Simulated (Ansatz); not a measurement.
Reaction (SMILES): C[Si](C)(C)Cl [chloro(trimethyl)silane] → C[Si](C)C + Cl atom (the Cl-Si bond at the site shown breaks; other sites are not compared here)
Geometries: B3LYP-D3(BJ)/def2-TZVP minima from Ansatz (an electronic-structure program). Frequencies are from Ansatz.

Property: bond dissociation energy (enthalpy at 298 K, with B3LYP-D3(BJ) rigid-rotor harmonic-oscillator terms), in kcal/mol. Valence correlation only, unless marked. Open shells are spin-unrestricted. Spin-orbit coupling is left out. No relativistic terms. Basis-set limits of correlation are two-point, X^-3; Hartree-Fock from the larger set.

```json
[
 {"level": "HF/STO-3G", "program": "Ansatz", "bond dissociation energy (kcal/mol)": "103.6", "minus last row": "-16.2"},
 {"level": "HF/6-31G*", "program": "Ansatz", "bond dissociation energy (kcal/mol)": "88.3", "minus last row": "-31.5"},
 {"level": "HF/aug-cc-pV(Q+d)Z", "program": "Ansatz", "bond dissociation energy (kcal/mol)": "90.4", "minus last row": "-29.4"},
 {"level": "BLYP-D4/def2-TZVPD", "program": "Ansatz + dftd4", "bond dissociation energy (kcal/mol)": "111.8", "minus last row": "-8.0"},
 {"level": "CAM-B3LYP-D4/def2-TZVPD", "program": "Ansatz + dftd4", "bond dissociation energy (kcal/mol)": "114.9", "minus last row": "-4.9"},
 {"level": "MP2/cc-pV(T+d)Z", "program": "Ansatz", "bond dissociation energy (kcal/mol)": "119.9", "minus last row": "0.1"},
 {"level": "MP2/cc-pwCVTZ", "program": "Ansatz", "bond dissociation energy (kcal/mol)": "120.2", "minus last row": "0.4"},
 {"level": "SCS-MP2/cc-pVTZ", "program": "Ansatz", "bond dissociation energy (kcal/mol)": "115.8", "minus last row": "-4.0"},
 {"level": "CCSD(T)/cc-pwCVTZ", "program": "Ansatz", "bond dissociation energy (kcal/mol)": "114.7", "minus last row": "-5.1"},
 {"level": "CCSD(T)/CBS(cc-pV(T+d)Z,cc-pV(Q+d)Z)", "program": "Ansatz", "bond dissociation energy (kcal/mol)": "119.8", "minus last row": "0.0"}
]
```
